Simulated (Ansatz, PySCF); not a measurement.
Process, species as SMILES: CO[Si](C)(C)C [methoxy(trimethyl)silane] + 5 [H][H] (H2) -> 4 C (CH4) + O (H2O) + [SiH4] (SiH4)
Structures are relaxed separately at B3LYP-D3(BJ)/def2-TZVP in Ansatz (a program for electronic structure), one conformer each, not searched for the lowest. Frequencies are from Ansatz or PySCF.

Property: energy of full hydrogenation (0 K, with B3LYP-D3(BJ) harmonic zero-point energies), in kcal/mol. Correlated levels leave the core frozen unless marked. No spin-orbit coupling. No relativistic terms. Basis-set limits of correlation are two-point, X^-3; Hartree-Fock from the larger set. The bracket is a focal-point correction in the basis named.

```
level                                                                 program  energy of full hydrogenation (kcal/mol)
-------------------------------------------------------------  --------------  ---------------------------------------
HF-D3(BJ)/def2-TZVPD                                            PySCF + dftd3                                    -10.8
PBE-D3(BJ)/def2-TZVPD                                          Ansatz + dftd3                                    -10.5
PBE-D4/def2-TZVPD                                              Ansatz + dftd4                                     -9.7
r2SCAN-D4/def2-TZVPD                                           Ansatz + dftd4                                     -7.6
B3LYP/def2-TZVPD                                                       Ansatz                                    -20.9
PBE0/def2-SVP                                                          Ansatz                                    -20.3
PBE0-D3(BJ)/def2-TZVP                                          Ansatz + dftd3                               (withheld)
PBE0-D3(BJ)/def2-TZVPD                                         Ansatz + dftd3                                    -12.7
TPSSh-D3(BJ)/def2-TZVPD                                         PySCF + dftd3                                     -9.2
r2SCANh-D4/def2-TZVPD                                          Ansatz + dftd4                                     -8.8
SCS-MP2/STO-3G                                                         Ansatz                                      2.1
SCS-MP2/6-31G*                                                         Ansatz                                     -4.4
RI-MP2/CBS(cc-pV(T+d)Z,cc-pV(Q+d)Z)+[CCSD(T)-MP2]/cc-pV(D+d)Z          Ansatz                               (withheld)
```

### Question
Some entries are withheld; supply them.

### Answer

- PBE0-D3(BJ)/def2-TZVP, energy of full hydrogenation (kcal/mol): -11.0
- RI-MP2/CBS(cc-pV(T+d)Z,cc-pV(Q+d)Z)+[CCSD(T)-MP2]/cc-pV(D+d)Z, energy of full hydrogenation (kcal/mol): -11.8
